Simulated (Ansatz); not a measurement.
Geometry optimisation, Ansatz, RKS PBE/def2-SVP.

Input:

```yaml
crystal:
  periodic: [false, false, false]
  atoms:
    - { symbol: Ta, position_ang: [0.0, 0.0, 0.0] }
    - { symbol: "N", position_ang: [2.16, 0.0, 0.0] }
    - { symbol: H, position_ang: [2.69, -0.5118, 0.762] }
    - { symbol: H, position_ang: [2.69, 0.5118, -0.762] }
    - { symbol: Cl, position_ang: [0.0, 0.0, 2.47] }
    - { symbol: F, position_ang: [0.0, 0.0, -1.93] }
    - { symbol: F, position_ang: [-0.965, 1.6714, 0.0] }
    - { symbol: "N", position_ang: [-1.08, -1.8706, 0.0] }
    - { symbol: H, position_ang: [-1.8056, -2.0636, 0.7482] }
    - { symbol: H, position_ang: [-0.8844, -2.5955, -0.7482] }
basis:
  gaussian: { orbitals: def2-SVP }
hamiltonian:
  xc: pbe
relax:
  f_tol: 0.02
  max_steps: 40
```

Launched with:

```bash
$ ansatz run input.yaml --threads 4 --pin off --max-ram 5120MiB --backend cpu --events-out ev --progress --plain --runs-dir out
```

Q: Where does it end, and by what steps?

A: The forces met the threshold. After 7 steps the energy has fallen by 1.059 eV; H4 moved furthest, 0.70 Å.

```csv
step,energy less start (eV),largest force component (eV/Å),accepted
0,0.0000,2.415,yes
1,-0.7588,1.965,yes
2,-0.9723,0.821,yes
3,-1.0121,0.915,yes
4,-1.0387,0.579,yes
5,-1.0470,0.182,yes
6,-1.0589,0.028,yes
7,-1.0592,0.012,yes
```

```xyz
10
Properties=species:S:1:pos:R:3
Ta -0.017 0.031 0.057
N 1.971 -0.019 0.038
H 2.567 -0.047 0.870
H 2.521 -0.167 -0.815
Cl -0.019 -0.079 2.411
F 0.091 -0.054 -1.839
F -0.966 1.681 0.019
N -0.975 -1.708 -0.046
H -1.297 -2.251 0.760
H -1.071 -2.245 -0.915
```

Whether the end is a true minimum wasn't checked by a vibrational analysis.

Run time: 15 s on 4 threads of Arm Neoverse V2, with other jobs on the host, peak memory 0.19 GiB.
